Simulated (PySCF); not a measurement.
PySCF 2.14 output of a UHF calculation on a single atom or ion in dyall-acv3z, with the non-relativistic Hamiltonian (point nucleus):

```
SCF conv_tol = 1e-09
number electrons alpha = 3  beta = 1
cycle= 1 E= -14.3364099126784  delta_E= -1.74e-05  |g|= 0.000955  |ddm|= 0.00156
cycle= 2 E= -14.3364100552012  delta_E= -1.43e-07  |g|= 8.99e-05  |ddm|= 0.000158
cycle= 3 E= -14.3364100567202  delta_E= -1.52e-09  |g|= 3.49e-06  |ddm|= 2.46e-05
cycle= 4 E= -14.3364100567339  delta_E= -1.36e-11  |g|= 6.74e-07  |ddm|= 5.18e-06
converged SCF energy = -14.3364100567339  <S^2> = 2.0000531  2S+1 = 3.0000354
```

The run itself started from symmetry-adapted Hartree-Fock orbitals and held the occupation by maximum overlap, so the iterations belong to that start.

Question: Which element, charge and spin multiplicity is this?

Answer: Be (beryllium, neutral), multiplicity 3; the state was [He] 2p2, high-spin 3P determinant (an excited configuration).
